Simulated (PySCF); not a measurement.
Delta-SCF ions had no search for a lower state. Excitations are Tamm–Dancoff values on a coarser integration grid. The basis has no diffuse functions, so Rydberg states are missing or too high.

**H6GeOSi, SMILES `O[SiH2][GeH3]` (H–O–Si–Ge torsion 60°) (charge 0, multiplicity 1)**

Calculation: PBE0-D4/def2-TZVP (PySCF).

```json
{
  "HOMO": "-7.81 eV",
  "dipole_moment": "0.243 e·Å",
  "HOMO–LUMO gap": "7.46 eV",
  "LUMO": "-0.35 eV",
  "S1 excitation (TDA)": "6.12 eV",
  "S1 oscillator strength": "0.012",
  "brightest of the four lowest singlets (TDA)": "7.55 eV",
  "T1 excitation (TDA)": "5.45 eV",
  "S1–T1 gap (TDA)": "0.67 eV",
  "vertical ionisation energy (Delta-SCF)": "9.86 eV",
  "total_energy": "-66530.19 eV",
  "cost": "around 110 core-seconds (rough)"
}
```

```xyz
9

O     -1.8472     0.4475    -0.8691
Si    -0.9360    -0.4447     0.1816
Ge     1.3871     0.0780     0.0359
H     -1.8219     1.4008    -0.7792
H     -1.1726    -1.8601    -0.1930
H     -1.3760    -0.2395     1.5920
H      1.9594    -0.2509    -1.3533
H      2.1873    -0.7101     1.0884
H      1.6198     1.5791     0.2968
```
